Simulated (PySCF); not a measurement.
## Converging TeC in the basis (CCSD)

PySCF, RHF reference; singlet, unpaired electrons none; De to Te + C without counterpoise correction. Frozen cores follow the default of each basis and core potential.

```tsv
basis	relativity	functions	Re (Å)	ωe (cm⁻¹)	De (eV)	frozen orbitals
cc-pVDZ-PP/cc-pVDZ	scalar-relativistic core potentials	37	1.906	885	3.89	5
x2c-SVPall	spin-free X2C	50	1.894	900	3.97	19
aug-cc-pVDZ-PP/aug-cc-pVDZ	scalar-relativistic core potentials	55	1.906	882	4.05	5
def2-TZVPP	scalar-relativistic core potentials	81	1.882	914	4.24	5
```

Task: How does each smaller set differ from the one with most functions, def2-TZVPP?

Result: cc-pVDZ-PP/cc-pVDZ: +2.4 pm, -3.2 % in ωe, -0.35 eV in De; x2c-SVPall: +1.2 pm, -1.5 % in ωe, -0.27 eV in De; aug-cc-pVDZ-PP/aug-cc-pVDZ: +2.4 pm, -3.5 % in ωe, -0.19 eV in De. All at CCSD; the set with most functions is neither the basis-set limit nor always the best. The rows treat relativity differently, so the differences are not basis effects alone.

Correlated steps freeze the inner cores (5 to 19 orbitals); shallow outer-core shells are correlated. Correlated levels converge slowly with the basis: in double zeta they bind strong bonds too weakly, by up to about 1 eV, and carry superposition errors of some tenths. Spin–orbit coupling is left out, which matters for elements this heavy, above all for dissociation energies. Where the molecule has an RHF reference, its open-shell atoms are computed with UHF. The CCSD T1 diagnostic is raised in TeC, a sign that a single reference may not be enough there.
